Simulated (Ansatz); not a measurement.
Reactions of CH₈AlNSi (`CN[SiH2][AlH2]`).

Program: Ansatz. Geometries: PBE0-D4/def2-TZVP. ΔE: electronic, gas phase. CBS: MP2 limit from def2 TZ/QZ plus the TZ coupled-cluster correction, frozen cores. This one scheme is used for every species. DFT in def2-TZVPP. Elements past krypton have def2 core potentials. For Sn outer-core shells are correlated without core-valence functions, which leaves a few kJ/mol of doubt a bond. Each species was taken in one conformer, which may not be the lowest.

```json
{"reaction": "`CN[SiH2][AlH2]` + `C[SiH3]` → `C[SiH2][SiH2][AlH2]` + CH₃NH₂", "CCSD(T)/CBS(def2) (eV)": "0.20"}
{"reaction": "`CN[SiH2][AlH2]` + H₂O → `O[SiH2][AlH2]` + CH₃NH₂", "CCSD(T)/CBS(def2) (eV)": "-0.41"}
{"reaction": "`CN[SiH2][AlH2]` + `N=C[SiH3]` → `[AlH2]/[N]=C\\[SiH3]` + `CN[SiH3]`", "CCSD(T)/CBS(def2) (eV)": "?"}
{"reaction": "`CN[SiH2][AlH2]` + `[NH2][SnH2][OH]` → `C[NH][SnH2][OH]` + `N[SiH2][AlH2]`", "CCSD(T)/CBS(def2) (eV)": "-0.09"}
```

Fill in the missing values. (An estimate is asked.)

Computed: `CN[SiH2][AlH2]` + `N=C[SiH3]` → `[AlH2]/[N]=C\[SiH3]` + `CN[SiH3]`: -0.97 eV.

Largest T1 diagnostic: 0.015, for `[AlH2]/[N]=C\[SiH3]`.
